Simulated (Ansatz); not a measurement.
**Nudged elastic band run: C2H3F2NSi**

input.yaml

```yaml
crystal:
  periodic: [false, false, false]
  atoms:
    - { symbol: C, position_ang: [-1.335849, -1.229284, 1.343468] }
    - { symbol: C, position_ang: [-0.591746, -0.736729, 0.379328] }
    - { symbol: "N", position_ang: [0.085516, -0.328929, -0.542815] }
    - { symbol: Si, position_ang: [1.10927, 0.94828, -1.042243] }
    - { symbol: F, position_ang: [1.144983, 2.152796, 0.024667] }
    - { symbol: F, position_ang: [0.493612, 1.55398, -2.395212] }
    - { symbol: H, position_ang: [-2.394738, -0.971541, 1.400455] }
    - { symbol: H, position_ang: [-0.895396, -1.888545, 2.093237] }
    - { symbol: H, position_ang: [2.472847, 0.453672, -1.277985] }
basis:
  gaussian: { orbitals: def2-SVP }
hamiltonian:
  xc: pbe0
neb:
  order_check: false
  images: 7
  f_tol: 0.05
  max_iterations: 60
  final_atoms:
    - { symbol: C, position_ang: [-1.0270922, -0.9677924, 0.99328221] }
    - { symbol: C, position_ang: [-0.0082254, -0.7616826, 0.20764869] }
    - { symbol: "N", position_ang: [0.91679623, -0.43709867, -0.54182974] }
    - { symbol: Si, position_ang: [1.10269345, 1.65539776, -1.21546093] }
    - { symbol: F, position_ang: [0.93360997, 2.11863305, 0.3613389] }
    - { symbol: F, position_ang: [-0.49793199, 1.6053923, -1.62119032] }
    - { symbol: H, position_ang: [-1.9988138, -1.22834855, 0.56791549] }
    - { symbol: H, position_ang: [-0.91041062, -0.87450891, 2.07507572] }
    - { symbol: H, position_ang: [1.57787337, -1.15629198, -0.84388001] }
  initial_path:
    images:
      - { positions_ang: [[-1.335849, -1.229284, 1.343468], [-0.591746, -0.736729, 0.379328], [0.085516, -0.328929, -0.542815], [1.10927, 0.94828, -1.042243], [1.144983, 2.152796, 0.024667], [0.493612, 1.55398, -2.395212], [-2.394738, -0.971541, 1.400455], [-0.895396, -1.888545, 2.093237], [2.472847, 0.453672, -1.277985]] }
      - { positions_ang: [[-1.30690065, -1.24334352, 1.3122929], [-0.54514771, -0.71542202, 0.39710408], [0.15200694, -0.27553862, -0.46832227], [1.15417255, 0.9948709, -1.06393613], [1.27460807, 2.18127241, -0.01291944], [0.42159059, 1.6018351, -2.34926924], [-2.32864123, -1.15003269, 1.24499133], [-0.94167853, -1.73642839, 2.13741487], [2.20848897, 0.29648684, -1.21445611]] }
      - { positions_ang: [[-1.2779523, -1.25740304, 1.28111781], [-0.49854943, -0.69411505, 0.41488016], [0.21849789, -0.22214825, -0.39382955], [1.19907509, 1.0414618, -1.08562926], [1.40423315, 2.20974881, -0.05050587], [0.34956917, 1.6496902, -2.30332648], [-2.26254446, -1.32852438, 1.08952766], [-0.98796106, -1.58431177, 2.18159275], [1.94413094, 0.13930167, -1.15092722]] }
      - { positions_ang: [[-1.24900395, -1.27146256, 1.24994271], [-0.45195114, -0.67280807, 0.43265624], [0.28498883, -0.16875787, -0.31933682], [1.24397764, 1.0880527, -1.10732239], [1.53385822, 2.23822522, -0.08809231], [0.27754776, 1.6975453, -2.25738372], [-2.19644769, -1.50701607, 0.93406399], [-1.03424358, -1.43219516, 2.22577062], [1.67977291, -0.01788349, -1.08739833]] }
      - { positions_ang: [[-1.2200556, -1.28552209, 1.21876761], [-0.40535286, -0.65150109, 0.45043232], [0.35147977, -0.11536749, -0.2448441], [1.28888019, 1.1346436, -1.12901552], [1.6634833, 2.26670163, -0.12567875], [0.20552634, 1.7454004, -2.21144096], [-2.13035092, -1.68550776, 0.77860032], [-1.08052611, -1.28007855, 2.2699485], [1.41541489, -0.17506865, -1.02386944]] }
      - { positions_ang: [[-1.17181475, -1.20608966, 1.16239626], [-0.30607099, -0.67904647, 0.38973642], [0.49280889, -0.19580029, -0.31909051], [1.2423335, 1.26483214, -1.15062687], [1.48101496, 2.22968448, -0.00392434], [0.02966176, 1.71039838, -2.0638783], [-2.09746664, -1.57121796, 0.72592912], [-1.03799724, -1.17868614, 2.2212303], [1.45602951, -0.42037449, -0.97887208]] }
      - { positions_ang: [[-1.1235739, -1.12665724, 1.10602491], [-0.20678913, -0.70659184, 0.32904051], [0.634138, -0.27623308, -0.39333692], [1.19578682, 1.39502068, -1.17223823], [1.29854663, 2.19266734, 0.11783007], [-0.14620282, 1.67539635, -1.91631564], [-2.06458236, -1.45692816, 0.67325791], [-0.99546837, -1.07729373, 2.17251211], [1.49664413, -0.66568032, -0.93387473]] }
      - { positions_ang: [[-1.07533305, -1.04722482, 1.04965356], [-0.10750726, -0.73413722, 0.2683446], [0.77546711, -0.35666587, -0.46758333], [1.14924014, 1.52520922, -1.19384958], [1.1160783, 2.15565019, 0.23958448], [-0.32206741, 1.64039432, -1.76875298], [-2.03169808, -1.34263835, 0.6205867], [-0.9529395, -0.97590132, 2.12379392], [1.53725875, -0.91098615, -0.88887737]] }
      - { positions_ang: [[-1.0270922, -0.9677924, 0.99328221], [-0.0082254, -0.7616826, 0.20764869], [0.91679623, -0.43709867, -0.54182974], [1.10269345, 1.65539776, -1.21546093], [0.93360997, 2.11863305, 0.3613389], [-0.49793199, 1.6053923, -1.62119032], [-1.9988138, -1.22834855, 0.56791549], [-0.91041062, -0.87450891, 2.07507572], [1.57787337, -1.15629198, -0.84388001]] }
```

Launched with:

```bash
$ ansatz run input.yaml --threads 2 --pin off --max-ram 3072MiB --backend cpu --events-out ev --progress --plain --runs-dir out
```

Output, in part (warnings, iteration lines, the closing report on the highest movable image, with atoms numbered from 0):

```
NEB end point (image 0): max|allowed force component| = 6.780e-3 eV/Å (the criterion of neb.relax_end_points is 1.000e-2)
NEB end point (image 8): max|allowed force component| = 1.732e-2 eV/Å (the criterion of neb.relax_end_points is 1.000e-2)
NEB iter   1: max|band force component| = 9.155e0 eV/Å  barrier→ = 4.3547 eV  barrier← = 2.7217 eV  Δτ_max = 0.1975 Å  (246 SCF iters)
NEB iter   2: max|band force component| = 4.019e0 eV/Å  barrier→ = 3.4717 eV  barrier← = 1.8387 eV  Δτ_max = 0.1989 Å  (229 SCF iters)
NEB iter   3: max|band force component| = 2.725e0 eV/Å  barrier→ = 3.3440 eV  barrier← = 1.7110 eV  Δτ_max = 0.1994 Å  (223 SCF iters)
NEB iter   4: max|band force component| = 1.648e0 eV/Å  barrier→ = 3.1720 eV  barrier← = 1.5390 eV  Δτ_max = 0.2000 Å  (220 SCF iters)
NEB iter   5: max|band force component| = 2.973e0 eV/Å  barrier→ = 3.3131 eV  barrier← = 1.6801 eV  Δτ_max = 0.1007 Å  (222 SCF iters)
NEB iter   6: max|band force component| = 5.257e-1 eV/Å  barrier→ = 3.0945 eV  barrier← = 1.4615 eV  Δτ_max = 0.0435 Å  (223 SCF iters)
NEB iter   7: max|band force component| = 1.386e0 eV/Å  barrier→ = 3.0138 eV  barrier← = 1.3808 eV  CI = image 4  Δτ_max = 0.1947 Å  (230 SCF iters)
NEB iter   8: max|band force component| = 1.292e0 eV/Å  barrier→ = 3.3331 eV  barrier← = 1.7001 eV  CI = image 4  Δτ_max = 0.0543 Å  (226 SCF iters)
NEB iter   9: max|band force component| = 6.420e-1 eV/Å  barrier→ = 3.3016 eV  barrier← = 1.6686 eV  CI = image 4  Δτ_max = 0.1437 Å  (228 SCF iters)
NEB iter  10: max|band force component| = 7.852e-1 eV/Å  barrier→ = 3.2871 eV  barrier← = 1.6541 eV  CI = image 4  Δτ_max = 0.0713 Å  (226 SCF iters)
NEB iter  11: max|band force component| = 4.179e-1 eV/Å  barrier→ = 3.2929 eV  barrier← = 1.6599 eV  CI = image 4  Δτ_max = 0.0723 Å  (225 SCF iters)
NEB iter  12: max|band force component| = 1.030e0 eV/Å  barrier→ = 3.2764 eV  barrier← = 1.6434 eV  CI = image 4  Δτ_max = 0.0364 Å  (225 SCF iters)
NEB iter  13: max|band force component| = 2.795e-1 eV/Å  barrier→ = 3.2726 eV  barrier← = 1.6396 eV  CI = image 4  Δτ_max = 0.0515 Å  (226 SCF iters)
NEB iter  14: max|band force component| = 2.157e-1 eV/Å  barrier→ = 3.2680 eV  barrier← = 1.6350 eV  CI = image 4  Δτ_max = 0.0325 Å  (230 SCF iters)
NEB iter  15: max|band force component| = 2.254e-1 eV/Å  barrier→ = 3.2658 eV  barrier← = 1.6328 eV  CI = image 4  Δτ_max = 0.0163 Å  (218 SCF iters)
NEB iter  16: max|band force component| = 1.954e-1 eV/Å  barrier→ = 3.2644 eV  barrier← = 1.6314 eV  CI = image 4  Δτ_max = 0.0163 Å  (225 SCF iters)
NEB iter  17: max|band force component| = 2.048e-1 eV/Å  barrier→ = 3.2632 eV  barrier← = 1.6302 eV  CI = image 4  Δτ_max = 0.0082 Å  (228 SCF iters)
NEB iter  18: max|band force component| = 1.111e-1 eV/Å  barrier→ = 3.2626 eV  barrier← = 1.6296 eV  CI = image 4  Δτ_max = 0.0163 Å  (227 SCF iters)
NEB iter  19: max|band force component| = 6.004e-1 eV/Å  barrier→ = 3.2613 eV  barrier← = 1.6283 eV  CI = image 4  Δτ_max = 0.0082 Å  (228 SCF iters)
NEB iter  20: max|band force component| = 1.124e-1 eV/Å  barrier→ = 3.2606 eV  barrier← = 1.6276 eV  CI = image 4  Δτ_max = 0.0163 Å  (230 SCF iters)
NEB iter  21: max|band force component| = 1.070e-1 eV/Å  barrier→ = 3.2592 eV  barrier← = 1.6262 eV  CI = image 4  Δτ_max = 0.0163 Å  (235 SCF iters)
NEB iter  22: max|band force component| = 1.142e-1 eV/Å  barrier→ = 3.2576 eV  barrier← = 1.6246 eV  CI = image 4  Δτ_max = 0.0163 Å  (226 SCF iters)
NEB iter  23: max|band force component| = 1.233e-1 eV/Å  barrier→ = 3.2560 eV  barrier← = 1.6230 eV  CI = image 4  Δτ_max = 0.0163 Å  (227 SCF iters)
NEB iter  24: max|band force component| = 1.346e-1 eV/Å  barrier→ = 3.2542 eV  barrier← = 1.6212 eV  CI = image 4  Δτ_max = 0.0163 Å  (230 SCF iters)
NEB iter  25: max|band force component| = 1.463e-1 eV/Å  barrier→ = 3.2523 eV  barrier← = 1.6193 eV  CI = image 4  Δτ_max = 0.0163 Å  (234 SCF iters)
NEB iter  26: max|band force component| = 1.593e-1 eV/Å  barrier→ = 3.2503 eV  barrier← = 1.6173 eV  CI = image 4  Δτ_max = 0.0326 Å  (237 SCF iters)
NEB iter  27: max|band force component| = 1.785e-1 eV/Å  barrier→ = 3.2467 eV  barrier← = 1.6137 eV  CI = image 4  Δτ_max = 0.0650 Å  (232 SCF iters)
NEB iter  28: max|band force component| = 1.960e-1 eV/Å  barrier→ = 3.2430 eV  barrier← = 1.6100 eV  CI = image 4  Δτ_max = 0.0651 Å  (228 SCF iters)
NEB iter  29: max|band force component| = 2.083e-1 eV/Å  barrier→ = 3.2388 eV  barrier← = 1.6058 eV  CI = image 4  Δτ_max = 0.0651 Å  (232 SCF iters)
NEB iter  30: max|band force component| = 2.180e-1 eV/Å  barrier→ = 3.2347 eV  barrier← = 1.6018 eV  CI = image 4  Δτ_max = 0.0651 Å  (232 SCF iters)
NEB iter  31: max|band force component| = 2.172e-1 eV/Å  barrier→ = 3.2309 eV  barrier← = 1.5979 eV  CI = image 4  Δτ_max = 0.0651 Å  (231 SCF iters)
NEB iter  32: max|band force component| = 2.145e-1 eV/Å  barrier→ = 3.2276 eV  barrier← = 1.5946 eV  CI = image 4  Δτ_max = 0.0651 Å  (232 SCF iters)
NEB iter  33: max|band force component| = 1.988e-1 eV/Å  barrier→ = 3.2238 eV  barrier← = 1.5908 eV  CI = image 4  Δτ_max = 0.1078 Å  (231 SCF iters)
NEB iter  34: max|band force component| = 1.843e-1 eV/Å  barrier→ = 3.2207 eV  barrier← = 1.5877 eV  CI = image 4  Δτ_max = 0.0861 Å  (229 SCF iters)
NEB iter  35: max|band force component| = 1.522e-1 eV/Å  barrier→ = 3.2174 eV  barrier← = 1.5844 eV  CI = image 4  Δτ_max = 0.0688 Å  (231 SCF iters)
NEB iter  36: max|band force component| = 1.332e-1 eV/Å  barrier→ = 3.2154 eV  barrier← = 1.5824 eV  CI = image 4  Δτ_max = 0.0849 Å  (222 SCF iters)
NEB iter  37: max|band force component| = 1.234e-1 eV/Å  barrier→ = 3.2135 eV  barrier← = 1.5805 eV  CI = image 4  Δτ_max = 0.0427 Å  (228 SCF iters)
NEB iter  38: max|band force component| = 8.638e-2 eV/Å  barrier→ = 3.2124 eV  barrier← = 1.5794 eV  CI = image 4  Δτ_max = 0.0425 Å  (222 SCF iters)
NEB iter  39: max|band force component| = 9.255e-2 eV/Å  barrier→ = 3.2115 eV  barrier← = 1.5785 eV  CI = image 4  Δτ_max = 0.0213 Å  (224 SCF iters)
NEB iter  40: max|band force component| = 6.924e-2 eV/Å  barrier→ = 3.2109 eV  barrier← = 1.5779 eV  CI = image 4  Δτ_max = 0.0213 Å  (215 SCF iters)
NEB iter  41: max|band force component| = 6.849e-2 eV/Å  barrier→ = 3.2104 eV  barrier← = 1.5774 eV  CI = image 4  Δτ_max = 0.0213 Å  (223 SCF iters)
NEB iter  42: max|band force component| = 8.160e-2 eV/Å  barrier→ = 3.2101 eV  barrier← = 1.5771 eV  CI = image 4  Δτ_max = 0.0107 Å  (228 SCF iters)
NEB iter  43: max|band force component| = 6.657e-2 eV/Å  barrier→ = 3.2099 eV  barrier← = 1.5769 eV  CI = image 4  Δτ_max = 0.0213 Å  (220 SCF iters)
NEB iter  44: max|band force component| = 7.330e-2 eV/Å  barrier→ = 3.2098 eV  barrier← = 1.5768 eV  CI = image 4  Δτ_max = 0.0213 Å  (219 SCF iters)
NEB iter  45: max|band force component| = 1.006e-1 eV/Å  barrier→ = 3.2097 eV  barrier← = 1.5767 eV  CI = image 4  Δτ_max = 0.0107 Å  (220 SCF iters)
NEB iter  46: max|band force component| = 1.163e-1 eV/Å  barrier→ = 3.2096 eV  barrier← = 1.5766 eV  CI = image 4  Δτ_max = 0.0106 Å  (202 SCF iters)
NEB iter  47: max|band force component| = 1.218e-1 eV/Å  barrier→ = 3.2096 eV  barrier← = 1.5766 eV  CI = image 4  Δτ_max = 0.0106 Å  (209 SCF iters)
NEB iter  48: max|band force component| = 1.320e-1 eV/Å  barrier→ = 3.2096 eV  barrier← = 1.5766 eV  CI = image 4  Δτ_max = 0.0213 Å  (200 SCF iters)
NEB iter  49: max|band force component| = 1.524e-1 eV/Å  barrier→ = 3.2096 eV  barrier← = 1.5766 eV  CI = image 4  Δτ_max = 0.0426 Å  (208 SCF iters)
NEB iter  50: max|band force component| = 1.941e-1 eV/Å  barrier→ = 3.2096 eV  barrier← = 1.5766 eV  CI = image 4  Δτ_max = 0.0849 Å  (207 SCF iters)
NEB iter  51: max|band force component| = 1.089e-1 eV/Å  barrier→ = 3.2096 eV  barrier← = 1.5766 eV  CI = image 4  Δτ_max = 0.0853 Å  (207 SCF iters)
NEB iter  52: max|band force component| = 1.936e-1 eV/Å  barrier→ = 3.2096 eV  barrier← = 1.5766 eV  CI = image 4  Δτ_max = 0.0426 Å  (213 SCF iters)
NEB iter  53: max|band force component| = 1.531e-1 eV/Å  barrier→ = 3.2096 eV  barrier← = 1.5766 eV  CI = image 4  Δτ_max = 0.0426 Å  (219 SCF iters)
NEB iter  54: max|band force component| = 1.664e-1 eV/Å  barrier→ = 3.2096 eV  barrier← = 1.5766 eV  CI = image 4  Δτ_max = 0.0213 Å  (217 SCF iters)
NEB iter  55: max|band force component| = 1.236e-1 eV/Å  barrier→ = 3.2096 eV  barrier← = 1.5766 eV  CI = image 4  Δτ_max = 0.0214 Å  (213 SCF iters)
NEB iter  56: max|band force component| = 9.148e-2 eV/Å  barrier→ = 3.2096 eV  barrier← = 1.5766 eV  CI = image 4  Δτ_max = 0.0214 Å  (207 SCF iters)
NEB iter  57: max|band force component| = 9.241e-2 eV/Å  barrier→ = 3.2096 eV  barrier← = 1.5766 eV  CI = image 4  Δτ_max = 0.0107 Å  (206 SCF iters)
NEB iter  58: max|band force component| = 8.111e-2 eV/Å  barrier→ = 3.2096 eV  barrier← = 1.5766 eV  CI = image 4  Δτ_max = 0.0107 Å  (191 SCF iters)
NEB iter  59: max|band force component| = 5.727e-2 eV/Å  barrier→ = 3.2096 eV  barrier← = 1.5766 eV  CI = image 4  Δτ_max = 0.0107 Å  (191 SCF iters)
NEB iter  60: max|band force component| = 4.314e-2 eV/Å  barrier→ = 3.2096 eV  barrier← = 1.5766 eV  CI = image 4  Δτ_max = 0.0000 Å  (383 SCF iters)
Total energy: -16901.34826970 eV, -621.1130927660 hartree
Atom 0 at    -1.179837    -1.250530     1.266124 Å, force    -0.000125    -0.000046     0.000045 eV/Å
Atom 1 at    -0.548846    -0.640039     0.293460 Å, force     0.000605     0.000033     0.000122 eV/Å
Atom 2 at     0.076414    -0.099676    -0.618758 Å, force    -0.000792    -0.000020    -0.000111 eV/Å
Atom 3 at     1.370107     1.198513    -1.029533 Å, force     0.000095     0.000189    -0.000074 eV/Å
Atom 4 at     1.219439     2.370136     0.087755 Å, force     0.000011    -0.000069    -0.000039 eV/Å
Atom 5 at     0.751868     1.856038    -2.378528 Å, force     0.000088    -0.000092     0.000096 eV/Å
Atom 6 at    -2.219681    -1.560641     1.138195 Å, force    -0.000010     0.000006    -0.000043 eV/Å
Atom 7 at    -0.677597    -1.437918     2.219112 Å, force    -0.000046    -0.000012    -0.000011 eV/Å
Atom 8 at     1.296632    -0.482182    -0.994926 Å, force     0.000174     0.000011     0.000015 eV/Å
Dipole moment:    -0.158737    -0.592266     0.356576 e Å
```

The forces met the threshold. The profile has 2 maxima (images 1, 4) with wells between them (image 2): this band takes more than one step, which may be the mechanism or a detour left from its start path. A structure lower than the last end lies on the path between it and the top, so the climb from that side starts below the end, which may itself be a saddle point or a shallow side well. Neighbouring images differ by up to 2.9 eV, so the band resolves the path poorly. A vibrational analysis at the climbing image gives one clearly imaginary mode, 1457i cm⁻¹: a first-order saddle point. The orbitals stay closed-shell, which can raise the energy where a bond breaks towards radicals; this wasn't checked here.

Final band (atoms are numbered from 1 in the order of the input):

| image | path coordinate (Å) | energy (kJ/mol) | Si4–H9 (Å) | N3–H9 (Å) |
| --- | --- | --- | --- | --- |
| 0 | 0.00 | 0.0 | 1.47 | 2.62 |
| 1 | 1.14 | 3.8 | 1.47 | 2.64 |
| 2 | 2.29 | 2.2 | 1.47 | 2.71 |
| 3 | 3.43 | 27.7 | 1.46 | 2.39 |
| 4 | 4.58 | 309.7 | 1.68 | 1.33 |
| 5 | 5.69 | 163.9 | 2.64 | 1.02 |
| 6 | 6.80 | 155.8 | 2.84 | 1.02 |
| 7 | 7.92 | 156.7 | 2.85 | 1.02 |
| 8 | 9.04 | 157.6 | 2.88 | 1.02 |

The run took 16 min on 2 threads of Arm Neoverse V1 (shared host), peak memory 0.23 GiB.
